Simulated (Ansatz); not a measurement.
trans-[TiF2(H2O)4]+ (TiO4F2H8⁺). Total charge 1; doublet. Geometry B3LYP-D4/def2-SVP, basis def2-TZVP, Ansatz.

```
atom   x (Å)   y (Å)   z (Å)
  F1  -0.440   1.055  -1.387
  F2   0.440  -1.054   1.387
  O3   0.591   1.758   1.160
  O4  -0.587  -1.768  -1.146
  O5   2.035  -0.168  -0.784
  O6  -2.039   0.177   0.770
 Ti7   0.000   0.000   0.000
  H8   0.594   1.692   2.127
  H9   0.206   2.618   0.933
 H10  -0.207  -2.625  -0.897
 H11  -0.577  -1.723  -2.115
 H12   2.756  -0.380  -0.170
 H13   2.360   0.528  -1.376
 H14  -2.385  -0.521   1.348
 H15  -2.747   0.410   0.149
```

| run | HOMO (eV) | LUMO (eV) |
| --- | --- | --- |
| A | -13.06 | -2.63 |
| B | -8.07 | -6.33 |
| C | -7.49 | -6.42 |
| D | -7.39 | -6.71 |
| E | -10.02 | -5.13 |

LC-ωPBE has ω = 0.4 bohr⁻¹. No other spin state of charge 1 was run.

HOMO and LUMO are taken over both spins.

Problem. The runs used LC-ωPBE, LDA (SPW92), PBE, PBE0, r2SCAN. Estimate which is which.

Solution. A LC-ωPBE (range-separated); B r2SCAN (0 % exact exchange); C PBE (0 % exact exchange); D LDA (SPW92) (0 % exact exchange); E PBE0 (25 % exact exchange). Exact exchange lowers occupied and raises empty levels; among semilocal functionals meta-GGAs tend to open the gap a little, and such runs are hard to tell apart. The gap grows from 0.68 eV (LDA (SPW92)) to 10.43 eV (LC-ωPBE).
